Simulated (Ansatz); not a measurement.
Pt3H4, relaxed as a singlet with RKS PBE0-D4/def2-TZVP in Ansatz, starting from the GFN2-xTB geometry. Force threshold 0.02 eV/Å.

In the def2 sets Pt takes a core potential; there is no spin–orbit coupling. The structure comes from a short search, and lower isomers may exist.

Start:

Cartesian coordinates in Å:
```
Pt 0.216 0.498 0.840
Pt 0.093 -0.289 -1.578
Pt -1.117 -1.507 0.126
H -0.971 -1.173 1.626
H 1.358 1.039 1.660
H 0.127 -0.502 -3.072
H 0.294 1.934 0.398
```

Question: Estimate the energy that the relaxation releases and the steps that it takes.

Answer: 1.38 eV, in 17 steps; 49 s on 4 threads of Arm Neoverse V1 on a shared host. No frequencies were taken in this run, so the end may be a saddle point.

Question: Does the start keep its bonding?

Answer: By distances, no bond broke or formed. The bond that changes most is Pt1–Pt2, from 2.55 to 2.64 Å (atoms count from 1).

Question: Predict the relaxed structure.

Answer: 
Cartesian coordinates in Å:
```
Pt -0.1394 0.8339 0.8340
Pt 0.2598 -0.1931 -1.5679
Pt -1.3037 -1.3983 -0.1015
H -0.4141 -1.1734 1.1487
H 1.2350 0.7435 1.4635
H -0.0028 -1.0941 -2.8011
H 0.3652 2.2815 1.0243
```
Bond lengths (bridged metal pairs left out): 3 × Pt–Pt 2.46 to 2.69 Å; 4 × H–Pt 1.51 to 1.55 Å.
